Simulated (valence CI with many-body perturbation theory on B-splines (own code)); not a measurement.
## Valence orbitals of Zn²⁴⁺

Computed by valence CI with perturbative core correlation (CI+MBPT): four valence electrons over a frozen Dirac-Fock core [He], a basis of 11 s, 11 p, 9 d, 7 f, 5 g, 2 h, 1 i functions for each j, with the one-electron correlation potential Σ1, the two-electron term Σ2, the three-electron term Σ3, Breit, model QED; selected CI, second order for the rest (own B-spline code, finite nucleus).

No measured spectrum was set against this ion. As an estimate, levels of excited configurations hold to 0.05 to 0.15 % of their energy, terms of the ground configuration to about 0.5 %. Among the levels kept, up to 250 cm⁻¹ of a level comes from second order outside the variational space, and about a tenth of that is noise between levels of different J, which matters for small intervals.

These are the spectroscopic orbitals of the CI (the correlating ones are not listed), shaped by the core and the other valence electrons. h is the expectation value of the core's Dirac-Fock operator, without the valence repulsion; Σ1 is computed up to l = 3 at one energy for each symmetry, that of its lowest orbital but kept below the first core excitation, so for empty shells it is not the orbital's own correlation shift; Breit and QED include the response of the core.

| Orbital | h (hartree) | Σ1 (cm⁻¹) | Breit (cm⁻¹) | QED (cm⁻¹) | ⟨r⟩ (bohr) |
| --- | --- | --- | --- | --- | --- |
| 2s1/2 | -102.18 | -1211 | 6471 | 5765 | 0.2118 |
| 3s1/2 | -44.718 | -283 | 1768 | 1622 | 0.4944 |
| 4s1/2 | -24.923 | -108 | 702 | 652 | 0.9003 |
| 5s1/2 | -15.864 | -52.8 | 350 | 327 | 1.424 |
| 2p1/2 | -100.03 | -2722 | 12575 | -308 | 0.1808 |
| 3p1/2 | -44.082 | -584 | 3369 | -89.0 | 0.4694 |
| 4p1/2 | -24.656 | -221 | 1350 | -36.4 | 0.8803 |
| 5p1/2 | -15.728 | -108 | 676 | -18.4 | 1.409 |
| 2p3/2 | -98.91 | -2518 | 5422 | 195 | 0.1836 |
| 3p3/2 | -43.751 | -541 | 1421 | 50.0 | 0.4734 |
| 4p3/2 | -24.518 | -204 | 586 | 19.9 | 0.8856 |
| 5p3/2 | -15.657 | -100 | 293 | 10.0 | 1.416 |
| 3d3/2 | -43.433 | -225 | 102 | -19.6 | 0.4070 |
| 4d3/2 | -24.383 | -95.1 | 55.1 | -7.6 | 0.8238 |
| 5d3/2 | -15.588 | -48.7 | 30.0 | -3.7 | 1.359 |
| 3d5/2 | -43.332 | -219 | 31.9 | 24.6 | 0.4083 |
| 4d5/2 | -24.34 | -92.5 | 17.1 | 10.8 | 0.8254 |
| 5d5/2 | -15.566 | -47.4 | 9.1 | 5.6 | 1.361 |
| 4f5/2 | -24.272 | -17.9 | 0.5 | -4.7 | 0.7164 |
| 5f5/2 | -15.534 | -10.1 | 0.4 | -2.4 | 1.254 |
| 4f7/2 | -24.251 | -17.7 | 0.1 | 3.8 | 0.7172 |
| 5f7/2 | -15.524 | -10.0 | 0.1 | 2.0 | 1.255 |
| 5g7/2 | -15.513 |  | 0.0 | -1.4 | 1.099 |
| 5g9/2 | -15.507 |  | 0.0 | 1.1 | 1.099 |

Among the shells of the start configuration 2s2 2p2, Σ1 is largest in size for 2p1/2, where it is 0.012 % of h.

Lowest root of each symmetry, sizes in configuration state functions:

```csv
J,Parity,Roots,Reference,Variational,Second order,Change by selected CI (cm⁻¹),Change by second order (cm⁻¹)
0,even,12,38,22822,80115,-16600,-1
1,even,18,83,39999,237277,-16127,-20
2,even,20,93,39999,350876,-17202,-64
3,even,11,63,40000,411245,-20349,-149
4,even,5,31,39999,355842,-14843,-9
5,even,2,11,21595,231380,-15968,-12
0,odd,8,37,19346,70357,-20231,-2
1,odd,20,94,39996,213580,-19382,-18
2,odd,20,100,39997,422359,-9982,-52
3,odd,11,70,39999,457478,-18291,-56
4,odd,4,36,36861,291623,-22315,-18
```
